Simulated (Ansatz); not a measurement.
C₂H₅NO, triplet, geometry from GFN2-xTB (a higher spin typed on purpose: for a closed-shell molecule this is an excited state), with bond 6-1 at 2.4 times its length; Ansatz (a first-principles code) with SC-NEVPT2/STO-3G, CASSCF(6,6).

Here is a job for Ansatz.
Ansatz 0.2 input:
```yaml
crystal:
  periodic: [false, false, false]
  atoms:
    - {symbol: C, position_ang: [-1.21735835, -0.26145570, -0.62034408]}
    - {symbol: C, position_ang: [0.04930435, 0.31957429, 0.08182206]}
    - {symbol: N, position_ang: [1.23994571, -0.17898554, -0.55804026]}
    - {symbol: O, position_ang: [-0.07209411, 0.22247091, 1.36960161]}
    - {symbol: H, position_ang: [-1.28417928, -1.34003236, -0.47075497]}
    - {symbol: H, position_ang: [-0.96231587, 0.29181366, -3.15589565]}
    - {symbol: H, position_ang: [-2.09037963, 0.22508281, -0.19824367]}
    - {symbol: H, position_ang: [2.04483869, 0.05490523, 0.01278418]}
    - {symbol: H, position_ang: [1.34626772, 0.21539119, -1.48636066]}
basis:
  gaussian:
    orbitals: STO-3G
correlation: {method: sc_nevpt2, electrons: all, active_space: {window: {electrons: 6, orbitals: 6}}}
magnetization: {spin_polarized: false, initial_magnetization: 2}
```

What the program printed (banner, timings and long lists left out):

```
Functional definition: HF
349 factors; integrals over basis functions are off by at most 2.9e-5 eV
mean field evaluation 1: about -5574.2678 eV, gradient 3.5e1 eV
mean field evaluation 2: about -5574.4535 eV, gradient 3.5e1 eV
mean field evaluation 4: about -5579.3288 eV, gradient 5.4e0 eV
mean field evaluation 8: about -5579.5914 eV, gradient 3.1e-1 eV
mean field evaluation 16: about -5562.0689 eV, gradient 1.2e1 eV
mean field evaluation 32: about -5579.3855 eV, gradient 4.0e-2 eV
mean field -5579.58739769 eV, -205.0460548849 hartree, gradient 1.1e-6 eV, S^2 2.000000; 0 other end points of the search recorded, 0 dependent functions left out
reference -5579.58739769 eV, -205.0460548849 hartree; 17, 15 occupied and 8, 10 virtual orbitals, 349 factors
state -5582.32989538 eV, -205.1468398161 hartree
state -5582.32989538 eV, -205.1468398161 hartree; corrected -5585.61710696 eV, -205.2676426135 hartree
Total energy: -5585.61710696 eV, -205.2676426135 hartree
```
